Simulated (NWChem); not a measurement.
System: HfN2H4S; SMILES [S]=[Hf]([NH2])[NH2]

NWChem input:

```
start job
memory heap 200 mb stack 900 mb global 1100 mb
geometry units angstroms noautosym nocenter noautoz
  Hf     0.000000     0.000000     0.142485
  S      0.000000     0.000000    -2.102310
  N      0.000000    -1.820256     1.068484
  H      0.000000    -2.017166     2.068496
  H      0.000000    -2.717398     0.583227
  N      0.000000     1.820256     1.068484
  H      0.000000     2.017166     2.068496
  H      0.000000     2.717398     0.583227
end
basis spherical
  * library def2-svpd
end
ecp
  Hf library def2-ecp
end
dft
  xc pbe0
  iterations 150
end
property
  response 1 0.0
end
task dft property
```

Geometry: optimised at PBE0/def2-SVP. Not confirmed as a minimum by frequencies. def2 effective core potentials on Hf; no spin-orbit coupling.

Static field.

Give the results of this calculation. (PBE0/def2-SVPD with def2 effective core potentials on Hf.) Quantities: isotropic polarisability (bohr³); anisotropy (bohr³).


```
Property                          Value
--------------------------------  -----
isotropic polarisability (bohr³)   86.3
anisotropy (bohr³)                 32.4
```
